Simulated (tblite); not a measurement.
C₄H₁₀OSi.
Geometry (GFN2-xTB, Å), atoms numbered from 1 in this order:
```
atom  x, y, z in Å
C1    -2.3022   -0.4090    0.2847
C2    -0.9128    0.2060    0.4003
C3    -0.1635    0.1508   -0.9310
C4     1.2478    0.6695   -0.7914
O5     1.6530    1.6006   -1.4511
Si6    2.4326   -0.1742    0.4721
H7    -2.2336   -1.4545   -0.0076
H8    -2.8924    0.1174   -0.4621
H9    -2.8245   -0.3517    1.2368
H10   -0.9987    1.2469    0.7191
H11   -0.3391   -0.3306    1.1603
H12   -0.6947    0.7300   -1.6902
H13   -0.0974   -0.8885   -1.2646
H14    2.3036    0.5346    1.7450
H15    3.7856   -0.0645   -0.0588
H16    2.0286   -1.5736    0.6271
```

All values are computed: GFN2-xTB (tblite) harmonic vibrations without scaling, gas phase. This tight-binding method is rough: wavenumbers can miss measured ones by several per cent, in bad cases by 10 to 20. Modes of hydrogen on silicon can be 10 to 20 % off. One conformer, not necessarily the lowest.

Harmonic wavenumbers (cm⁻¹): 46.6, 73.0, 115.5, 150.7, 231.2, 243.6, 344.6, 396.2, 425.0, 550.1, 609.4, 642.6, 768.8, 771.2, 779.7, 793.8, 894.2, 944.1, 1023.8, 1083.2, 1109.0, 1149.4, 1214.2, 1256.9, 1272.2, 1343.3, 1415.2, 1457.7, 1489.0, 1501.2, 1503.1, 1724.6, 2257.0, 2273.7, 2324.1, 2952.6, 2962.5, 2978.2, 2984.2, 3034.2, 3036.3, 3041.2.

A = 4420, B = 1553, C = 1234 MHz; mass 102.050 u (most abundant isotopes); point group C1, symmetry number 1.

**Question.** Zero-point energy?

**Answer.** ½Σν̃ = 27584 cm⁻¹ = 329.97 kJ/mol.

**Question.** What is S at 400 K and 1 bar for an ideal gas of classical rigid rotors and harmonic oscillators?

**Answer.** Translation 172.65, rotation 120.94, vibration 137.97: S = 431.6 J/(mol K).

**Question.** And Cp and H(400 K) − H(0)?

**Answer.** Cp = 170.38 J/(mol K), of which vibrations give 137.12 (their classical limit is 42 R = 349.2); H(400 K) − H(0) = 41.54 kJ/mol without the zero-point energy, 28.23 from vibrations.

**Question.** Blend soft modes into free rotors: weight 1/[1 + (100 cm⁻¹/ν̃)⁴] for the oscillator and the rest for a rotor with moment μB/(μ + B), μ = h/(8π²ν), B = 10⁻⁴⁴ kg m². What vibrational entropy results?

**Answer.** 126.11 J/(mol K) in place of 137.97, which changes −T·S at 400 K by +4.74 kJ/mol.

**Question.** What must be added to the electronic energy to get the Gibbs energy at 400 K and 1 bar?

**Answer.** ZPE + [H(400 K) − H(0)] − T·S = 329.97 + 41.54 − 172.62 = 198.89 kJ/mol.

Hindered rotation and anharmonicity are outside this model. Other conformers, if any are populated, would add a mixing term that is left out. The structure is chiral; the term R ln 2 for an equal mix with its mirror image is left out.

The run took 0.35 s on Arm Neoverse V2, one thread, shared host. This covers the Hessian and the dipole derivatives.
